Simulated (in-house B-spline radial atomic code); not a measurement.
RPA and G0W0 for K7+, [Ne] 3s2, as one setting changes: the share of exact exchange in the PBE hybrid start. A dash marks a level of low quasi-particle weight. Computed with an all-electron radial atomic-structure program (B-spline basis): all electrons, scalar-relativistic (spin-free one-electron X2C), finite nucleus, each spin shell either full or empty, empty states to l = 9 with an (l + 1/2)⁻⁴ tail; G0W0 by contour deformation at full frequency.

```tsv
share of exact exchange in the PBE hybrid start	mean-field level (eV)	G0W0 level (eV)	RPA correlation (Eh)
0	-145.80	3s -155.62	-0.79376
0.1	-146.63	3s -155.56	-0.78265
0.2	-147.45	3s -155.50	-0.77234
0.3	-148.27	3s -155.45	-0.7627
0.4	?	?	?
0.5	?	?	?
0.6	-150.73	3s -155.30	-0.73694
0.7	-151.54	3s -155.25	-0.7292
0.8	-152.36	3s -155.21	-0.7218
0.9	-153.17	3s -155.17	-0.71471
1	-153.98	3s -155.13	-0.70791
```

What belongs in the row for 0.4?

mean-field level (eV): -149.09; G0W0 level (eV): 3s -155.40; RPA correlation (Eh): -0.75364.

What belongs in the row for 0.5?

mean-field level (eV): -149.91; G0W0 level (eV): 3s -155.35; RPA correlation (Eh): -0.74507.
